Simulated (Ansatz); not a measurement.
One geometry of the cluster Si₄H₈, several levels of theory.

```yaml
crystal:
  periodic: [false, false, false]
  atoms:
    - {symbol: Si, position_ang: [1.869463, -0.946587, -0.714570]}
    - {symbol: Si, position_ang: [-1.592857, 0.884681, -0.645059]}
    - {symbol: Si, position_ang: [-1.245290, -0.077224, 1.449797]}
    - {symbol: Si, position_ang: [0.576862, 0.746890, 0.227026]}
    - {symbol: H, position_ang: [2.535225, -0.497490, -1.976361]}
    - {symbol: H, position_ang: [-1.342441, -1.555860, 1.618522]}
    - {symbol: H, position_ang: [-1.947924, 0.049644, -1.827368]}
    - {symbol: H, position_ang: [2.918119, -1.428533, 0.237938]}
    - {symbol: H, position_ang: [0.946699, -2.080460, -1.031565]}
    - {symbol: H, position_ang: [-2.251648, 2.222292, -0.643590]}
    - {symbol: H, position_ang: [-1.730797, 0.687015, 2.634885]}
    - {symbol: H, position_ang: [1.264570, 1.995643, 0.670334]}
basis:
  gaussian: {orbitals: def2-TZVP, initial_orbitals: start.molden}
hamiltonian: {xc: r2scan, dispersion: d4}
scf: {omitted_lower_state_checks: [starts]}
output: {orbitals: {seedname: orbitals}}
```

The file start.molden holds the orbitals of an earlier run on this structure, at another level or in another basis.

```sh
$ ansatz run in.yaml --threads 4 --pin off --events-out ev --progress --plain --max-ram 3916MiB
```

It prints (some lines left out):

```
Functional definition: r2SCAN
1360 factors; their error is unknown
mean field evaluation 1: about -31637.7083 eV, gradient 8.4e0 eV
mean field evaluation 2: about -31637.7527 eV, gradient 7.3e-2 eV
mean field evaluation 4: about -31637.7242 eV, gradient 5.9e-5 eV
mean field -31637.72423900 eV, -1162.6649209634 hartree, gradient 9.2e-6 eV, S^2 0.000000; 0 other end points of the search recorded, 0 dependent functions left out
reference -31637.72425632 eV, -1162.6649215999 hartree; 32, 32 occupied and 164, 164 virtual orbitals, 1360 factors
Total energy: -31637.80621383 eV, -1162.6679334828 hartree
Checks for a lower state left out: starts
```

It took 4.2 s on 4 threads of Arm Neoverse V1 on a shared host.

As the first input, with `hamiltonian: {xc: lda}` (abridged; 1.1 s):

```
Functional definition: SPW92
mean field -31512.69835292 eV, -1158.0703043958 hartree, gradient 2.3e-5 eV, S^2 0.000000
Total energy: -31512.69840539 eV, -1158.0703063241 hartree
Checks for a lower state left out: starts
```

First input, but with `correlation: {method: ccsd_t}` and without the key `hamiltonian` (abridged; 31 s):

```
Functional definition: HF
mean field -31575.43100360 eV, -1160.3756867864 hartree, gradient 9.5e-6 eV, S^2 0.000000
20 core orbitals not correlated: weight in the atoms' cores, before any rotation towards them, 1.000 or more for the frozen orbitals, at most 0.000 for the correlated occupied ones
second order -12.72729779 eV of doubles, -0.00000000 eV of singles
cycle   1  -14.28135809 eV  change    -1.6e0 eV  update   1.1e-1
cycle   2  -14.87263423 eV  change   -5.9e-1 eV  update   3.5e-2
cycle   3  -14.92992857 eV  change   -5.7e-2 eV  update   1.2e-2
cycle   4  -14.92367234 eV  change    6.3e-3 eV  update   4.3e-3
cycle   5  -14.92149282 eV  change    2.2e-3 eV  update   1.3e-3
cycle   6  -14.92116495 eV  change    3.3e-4 eV  update   4.7e-4
cycle   7  -14.92124011 eV  change   -7.5e-5 eV  update   1.5e-4
cycle   8  -14.92129894 eV  change   -5.9e-5 eV  update   6.2e-5
cycle   9  -14.92129231 eV  change    6.6e-6 eV  update   2.2e-5
perturbative correction -0.63498752 eV, -0.0233353611 hartree
Total energy: -31590.98728343 eV, -1160.9473695259 hartree
Checks for a lower state left out: starts
```

As the first input, with `hamiltonian: {xc: hse06, dispersion: d4}` (abridged; 3 s):

```
Functional definition: HSE06
mean field -31626.59435624 eV, -1162.2559053161 hartree, gradient 2.3e-5 eV, S^2 0.000000
Total energy: -31626.87436308 eV, -1162.2661953778 hartree
Checks for a lower state left out: starts
```

First input, but with `hamiltonian: {xc: pbe0, dispersion: d4}` (abridged; 2.9 s):

```
Functional definition: PBE0
mean field -31627.33765042 eV, -1162.2832208737 hartree, gradient 4.5e-5 eV, S^2 0.000000
Total energy: -31627.63204451 eV, -1162.2940396567 hartree
Checks for a lower state left out: starts
```

The first input with `hamiltonian: {xc: pbe, dispersion: d4}`, `output: {forces: true, orbitals: {seedname: orbitals}}` (abridged; 2.5 s):

```
Functional definition: PBE
mean field -31624.07981703 eV, -1162.1634977046 hartree, gradient 2.4e-5 eV, S^2 0.000000
Total energy: -31624.41999214 eV, -1162.1759989094 hartree
Atom 0 force     0.008482     0.038404     0.020438 eV/Å
Atom 1 force     0.039715    -0.007306     0.059346 eV/Å
Atom 2 force     0.023510     0.025755    -0.043311 eV/Å
Atom 3 force    -0.037216    -0.072923    -0.021462 eV/Å
Atom 4 force     0.009633    -0.002264    -0.017231 eV/Å
Atom 5 force    -0.006000    -0.028533     0.024432 eV/Å
Atom 6 force    -0.019605    -0.012584    -0.044355 eV/Å
Atom 7 force     0.003490    -0.007383     0.001069 eV/Å
Atom 8 force    -0.011160    -0.002136    -0.001674 eV/Å
Atom 9 force    -0.028367     0.030965    -0.022151 eV/Å
Atom 10 force    -0.018229     0.002026     0.031974 eV/Å
Atom 11 force     0.035748     0.035980     0.012925 eV/Å
Dipole moment:     0.009171     0.014887     0.003174 e Å
Checks for a lower state left out: starts
```

Geometry: r2SCAN-D4/def2-SVP.

HSE06 is defined as in plane-wave codes, on full-range PBE exchange. Correlated methods freeze 20 core orbitals. Another isomer (singlet) lies 0.82 eV lower at PBE0-D4/def2-TZVP; other spin states weren't run for this one.
